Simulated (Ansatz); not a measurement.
Start from `N=C(O)[CH2][SnH3]` and change one atom or group to get `N=[C](O)[GaH2]`.

Ansatz, PBE0-D4/def2-TZVP geometries, multiplicity 1. Each molecule was computed in one conformer, which needn't be the lowest.

Elements past krypton have def2 core potentials. Scalar relativity is left out up to krypton.

```tsv
property	`N=C(O)[CH2][SnH3]`
HOMO–LUMO gap (PBE0/def2-TZVPP) / eV	7.46
HOMO–LUMO gap (ωB97M-V/def2-TZVPP) / eV	11.15
size of the dipole moment (PBE/def2-TZVPP) / D	1.41
HOMO–LUMO gap (PBE/def2-TZVPP) / eV	5.27
ideal-gas entropy at 298 K and 1 bar (rigid rotor, harmonic PBE0-D4/def2-TZVP) / J/(mol·K)	368
HOMO energy (PBE/def2-TZVPP) / eV	-6.31
```

Question: Give the same properties after the change, and the shifts. (Best estimate.)

Answer: Computed: 
| property | `N=[C](O)[GaH2]` | shift |
| --- | --- | --- |
| HOMO–LUMO gap (PBE0/def2-TZVPP) / eV | 5.22 | -2.24 |
| HOMO–LUMO gap (ωB97M-V/def2-TZVPP) / eV | 9.26 | -1.89 |
| size of the dipole moment (PBE/def2-TZVPP) / D | 0.83 | -0.58 |
| HOMO–LUMO gap (PBE/def2-TZVPP) / eV | 3.07 | -2.20 |
| ideal-gas entropy at 298 K and 1 bar (rigid rotor, harmonic PBE0-D4/def2-TZVP) / J/(mol·K) | 323 | -45 |
| HOMO energy (PBE/def2-TZVPP) / eV | -6.07 | 0.24 |

With PBE0 the HOMO rises by 0.23 eV and the LUMO falls by 2.01 eV, so the gap narrows by about 2.24 eV. PBE moves the HOMO by 0.24 eV and ωB97M-V by 0.17 eV. The zero-point energy changes by -93.6 kJ/mol with -12 modes. Dipoles are sizes alone; their direction can turn. Modes under 60 cm⁻¹, often nearly free rotors, make the harmonic entropy too high.
